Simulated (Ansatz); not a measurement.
**Pulling the pair apart**

The pair of H₃O⁺ (SMILES [OH3+], atoms 1–4) and H₂Te (SMILES [TeH2], atoms 5–7), both closed shells, in one local arrangement (a lower one may exist), relaxed at PBE0-D4/def2-TZVP:

```xyz
7
angstrom
O 0.2682 0.0540 -1.4668
H 0.6903 -0.8064 -1.6237
H 0.7749 0.7595 -1.9012
H 0.0337 0.2612 -0.3673
Te -0.5583 0.6598 1.5906
H 0.5208 -0.4166 2.2432
H -1.7297 -0.5114 1.5253
```

H₂Te is shifted rigidly along the line between the mean atom positions of the two fragments (negative: closer). Counterpoise interaction energies in kJ/mol. Ansatz 0.2.0; basis: def2-TZVPPD; cores frozen in the correlated methods. Filled d shells of the heavier atoms are correlated. Core potentials replace the inner electrons of the atoms past krypton. The def2 sets are not built for correlating such inner shells, so the correlated values are less sure here. B3LYP uses VWN-RPA correlation.

| shift (Å) | r2SCAN-D4 | B3LYP-D4 | HF |
| --- | --- | --- | --- |
| -0.21 | -148.3 | -142.2 | -97.7 |
| -0.10 | -157.9 | -152.5 | -110.6 |
| 0.00 | -160.7 | -156.0 | -116.4 |
| 0.10 | -158.8 | -154.7 | -117.2 |
| 0.25 | -151.0 | -147.9 | -113.1 |
| 0.52 | -129.3 | -127.6 | -97.6 |
| 1.04 | -85.8 | -85.8 | -64.1 |
| 2.08 | -33.9 | -34.2 | -25.2 |

(1) What does CCSD(T) give at these shifts? (Judge from chemistry; the value comes from the calculation.)

T1 diagnostic: at most 0.011.

Answers

(1) Computed: -125.9, -136.0, -139.2, -137.8, -130.8, -110.5, -70.3, -25.5 kJ/mol. For zero shift, CCSD(T) at an estimated basis limit (MP2 extrapolated from triple and quadruple zeta, plus CCSD(T) − MP2 in triple zeta) gives -142.4 kJ/mol. These are counterpoise interaction energies, counted from the two frozen fragments.

For scale, one of the runs: CCSD(T)/def2-TZVPPD, 184 basis functions, launched by `ansatz run in.yaml --threads 2 --pin off --events-out ev --progress --plain --max-ram 5222MiB`. Time: 55 s of wall clock on 2 CPU threads of an Arm Neoverse V2; the host was shared. Peak host memory: 2.1 GiB.
